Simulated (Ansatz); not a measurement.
C$_{6}$H$_{5}$F$_{3}$Zr, SMILES `[F][Zr]([F])([F])[c]1ccccc1` at its PBE0-D4/def2-TZVP geometry, where that method's forces vanish. Charge 0, multiplicity 1. Zr takes the def2 core potential.

```tsv
atom	x (Å)	y (Å)	z (Å)
F1	3.2850	0.8652	-1.5263
Zr2	2.2436	1.5068	-0.0717
F3	3.1195	1.2890	1.5998
F4	1.7006	3.3120	-0.3056
C5	0.4253	0.2770	-0.0236
C6	-0.5646	0.5098	0.9392
C7	-1.7185	-0.2572	0.9855
C8	-1.9052	-1.2776	0.0636
C9	-0.9403	-1.5291	-0.9009
C10	0.2123	-0.7586	-0.9425
H11	-0.4447	1.3029	1.6742
H12	-2.4730	-0.0608	1.7391
H13	-2.8068	-1.8789	0.0973
H14	-1.0873	-2.3265	-1.6209
H15	0.9541	-0.9741	-1.7072
```

Q: For each bond, give half the difference of the two atoms' forces along it (eV/Å; positive pushes the atoms apart) under PBE-D4, r2SCAN-D4, B3LYP-D4, ωB97M-V in def2-TZVPP. (Estimate.)

A: Ansatz gave: 
```csv
bond,length (Å),PBE-D4,r2SCAN-D4,B3LYP-D4,ωB97M-V
F1–Zr2,1.901,0.19,0.07,0.15,0.04
Zr2–F3,1.900,0.20,0.07,0.16,0.02
Zr2–F4,1.900,0.20,0.07,0.16,0.02
Zr2–C5,2.196,-0.19,-0.06,-0.03,0.04
C5–C6,1.400,0.12,0.08,0.07,0.02
C5–C10,1.401,0.12,0.08,0.07,0.00
C6–C7,1.386,0.13,0.09,0.09,0.04
C6–H11,1.088,0.01,-0.08,-0.14,-0.06
C7–H12,1.084,0.01,-0.09,-0.14,-0.10
C8–C9,1.387,0.11,0.09,0.11,0.04
C8–H13,1.084,0.00,-0.09,-0.15,-0.09
C9–C10,1.387,0.12,0.08,0.09,0.05
C9–H14,1.084,0.01,-0.09,-0.14,-0.10
C10–H15,1.087,0.00,-0.08,-0.15,-0.06
```

B3LYP here is the variant with VWN-RPA as its local correlation; programs differ in this.
